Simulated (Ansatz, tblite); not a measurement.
Cost and result up the ladder for Al₆As (7 atoms). The state is a doublet with charge 0. Geometry: PBE0-D4/def2-SVP.

```xyz
7

As    1.267    0.679    2.017
Al   -0.193    0.884   -1.865
Al    1.716    0.056   -0.304
Al   -0.291   -1.182    1.164
Al   -0.551    1.531    0.629
Al   -2.167   -0.206   -0.334
Al    0.219   -1.762   -1.307
```

Ansatz on 4 threads of Arm Neoverse V2 on a shared host; xTB runs through tblite on one thread. Times are rough, summed over both states, and most runs start from the orbitals of an earlier one. No level here is sound enough to serve as a yardstick. The other state is a singlet.

The xTB rows come from tblite. The structure comes from a short search, and lower isomers may exist.

Run but left out: HF/def2-SVP, MP2/def2-SVP, CCSD/def2-SVP, CCSD(T)/def2-SVP (doublet: ⟨S²⟩ 2.05, where a pure state has 0.75).

Raw xTB energies of ions are shifted by several eV, and xTB has no spin-polarisation term.

| level | functions | vertical IE (eV) | remarks |
| --- | --- | --- | --- |
| PBE-D4/def2-TZVP | 270 | 6.35 | restricted SCF unstable in HF (+1 singlet) |
| GFN2-xTB | 63 | 9.15 | – |
| GFN1-xTB | 63 | 8.26 | – |
| PBE0-D4/def2-TZVP (with forces) | 270 | 6.48 | restricted SCF unstable in HF (+1 singlet), spin-contaminated (⟨S²⟩ 0.95) (doublet) |

(1) Estimate how long each takes.

Answers

(1) GFN1-xTB 0.022 s; GFN2-xTB 0.058 s; PBE-D4/def2-TZVP 18 s; PBE0-D4/def2-TZVP (with forces) 50 s. On shared hardware such times vary by a factor of up to 3.
